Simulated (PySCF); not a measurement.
[Os(H2O)6]3+ (charge +3 and doublet state).
Bonds: Os1–O2, Os1–O5, Os1–O8, Os1–O11, Os1–O14, Os1–O17. Hydrogens: H3, H4 on O2; H6, H7 on O5; H9, H10 on O8; H12, H13 on O11; H15, H16 on O14; H18, H19 on O17.

Theory: PySCF 2.14.0, PBE0-D3(BJ)/def2-SVP geometry optimisation, gas phase, def2 core potentials past Kr.

(1) How far are the bound atoms from Os1?

(2) List the angles at Os1.

(3) What is the shape at Os1?

(4) What are the other bond lengths?

Answers

(1) 6 atoms: O14 2.050 Å, O2 2.050 Å, O17 2.050 Å, O5 2.052 Å, O11 2.118 Å, O8 2.118 Å. The nearest atom not counted as bound is H15, at 2.71 Å (others tie with it).

(2) 
| angle | degrees | distance of the outer atoms (Å) |
| --- | --- | --- |
| O8–Os1–O11 | 178.8 | 4.24 |
| O2–Os1–O5 | 176.9 | 4.10 |
| O14–Os1–O17 | 176.6 | 4.10 |
| O8–Os1–O14 | 92.7 | 3.02 |
| O2–Os1–O11 | 91.7 | 2.99 |
| O5–Os1–O11 | 91.4 | 2.99 |
| O8–Os1–O17 | 90.7 | 2.96 |
| O2–Os1–O14 | 90.2 | 2.90 |
| O5–Os1–O14 | 90.1 | 2.90 |
| O11–Os1–O17 | 90.0 | 2.95 |
| O5–Os1–O17 | 90.0 | 2.90 |
| O2–Os1–O17 | 90.0 | 2.90 |
| O5–Os1–O8 | 89.5 | 2.94 |
| O2–Os1–O8 | 87.3 | 2.88 |
| O11–Os1–O14 | 86.6 | 2.86 |

(3) Octahedral: the three widest angles are 178.8°, 176.9° and 176.6°, the others run from 86.6° to 92.7°. The Os–O distances aren't all alike: 2.050 to 2.118 Å.

(4) O2–H3 0.976 Å; O2–H4 0.977 Å; O5–H6 0.976 Å; O5–H7 0.977 Å; O8–H9 and 3 like bonds 0.975 Å; O14–H15 0.977 Å; O14–H16 0.976 Å; O17–H18 0.977 Å; O17–H19 0.976 Å.

Charge +3, doublet. ⟨S²⟩ = 0.752 (exact for a doublet: 0.75). No counter-ion or solvent screens the charge of this multiply charged ion. Stationary, but not proved a minimum.
